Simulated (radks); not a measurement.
The numbers below are computed, except where a source is named.
These are the eigenvalues of the occupied orbitals of an atom or ion with whole-number occupations (Ry). Code: a radial shooting solver on a logarithmic mesh with Libxc functionals. Model: Dirac Kohn-Sham, BLYP, spin-unpolarised, spherical densities, finite nucleus; Fermi nuclear charge, rms radius of each element as measured or else 0.836 A^(1/3) + 0.57 fm.

1s1/2: -57.18584
2s1/2: -8.57236
2p1/2: -7.31270

Which element is it, and in what charge state? The configuration may be excited. Open shells, if any, fill j = l - 1/2 first.

Answer. Z = 9, fluorine, charge +4: F4+ in [He] 2s2 2p1. The list shows which subshells hold electrons but not how many an open one holds; the 1s level, -28.593 hartree, gives Z - s = 7.6 by -(Z - s)^2/2, which with screening and relativity narrows Z to a few neighbours, and the depths of the outer levels then fix element, charge and occupations together.
